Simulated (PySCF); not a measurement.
H7AlSSi2, SMILES `[SiH3][Al]([SiH3])[SH]` (Si–Al–S–H torsion 0°), neutral singlet in the gas phase. 

Cartesian coordinates (Å):
SMILES: [SiH3][Al]([SiH3])[SH]
```xyz
11

Si    -2.0704    -0.6411    -0.1316
Al     0.0968     0.4931     0.0597
Si     2.3353    -0.5061    -0.0182
S      0.0768     2.6645     0.3461
H     -1.9319    -2.1020    -0.3858
H     -2.8707    -0.0558    -1.2457
H     -2.8614    -0.4683     1.1211
H      2.9987    -0.4058     1.3136
H      3.2027     0.1934    -1.0080
H      2.2868    -1.9478    -0.3908
H     -1.2627     2.7759     0.3398
```
Charge 0, multiplicity 1.

All levels are single points at this geometry (PBE0-D3(BJ)/def2-TZVP); Pople sets use spherical d functions. Orbital energies aren't observables, and empty levels follow the basis.

```
level                          HOMO (eV)  LUMO (eV)  gap (eV)  dipole (D)  vertical IE, Delta-SCF (eV)
-----------------------------  ---------  ---------  --------  ----------  ---------------------------
M06-2X/def2-TZVP in PySCF          -8.27      -1.40      6.86        0.97                         9.13
PBE-D3(BJ)/def2-TZVP in PySCF      -6.35      -2.84      3.51        0.79                         8.84
B3LYP/3-21G in PySCF               -7.39      -2.23      5.17        1.48                            –
B3LYP/6-31G* in PySCF              -7.13      -2.13      5.00        1.11                         9.07
M06-2X/6-31G* in PySCF             -8.28      -1.33      6.95        1.22                            –
HF/3-21G in PySCF                  -9.94       0.48     10.42        1.89                            –
```
